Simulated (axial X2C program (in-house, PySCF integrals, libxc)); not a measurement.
## Which molecule has these constants?

Computed with an in-house relativistic program for diatomic molecules, spin-free (one-electron X2C) or two-component (2c: spin–orbit coupling with atomic mean-field Coulomb and Gaunt terms, which also bring small scalar terms), in Dyall basis sets with cores contracted in-house; open shells are unrestricted.

A two-component PBE0 calculation in a Dyall 3-zeta basis gave Re = 1.921 Å, ωe = 622.4 cm⁻¹, De = 1.63 eV, Ω = 0.

**Question.** Which molecule is it?
A. BI⁻
B. CI⁻
C. IF⁻
D. BeI⁻
E. IO⁻

**Answer.** E. The others have BI⁻ 2.354 Å and 346.3 cm⁻¹ (Ω = 1/2); IF⁻ 2.352 Å and 269.0 cm⁻¹ (Ω = 1/2); BeI⁻ 2.467 Å and 307.2 cm⁻¹ (Ω = 0); CI⁻ 2.227 Å and 400.5 cm⁻¹ (Ω = 1).

Each entry is the lowest single determinant of a limited PBE0 search at one distance. De goes to single-determinant-based atoms at the same level (for ions the charge split of lowest energy) and is withheld (n/a) where an atom does not fit its ground term or J level. Main or longest-lived isotopes. One determinant is a doubtful description, or other states lie close, for CI⁻; these need not be ground states, and all values refer to the states named. Some open-shell Ω = 0 determinants are out of reach, so the Ω given for CI⁻ need not be the lowest component. With several unpaired electrons the Ω given is that of one determinant, not necessarily of the lowest component. Some light 2c atoms are not at their ground J level, so De misses part of their lowering (0.04 eV or less). The functionals have no current term, which raises determinants with orbital currents.
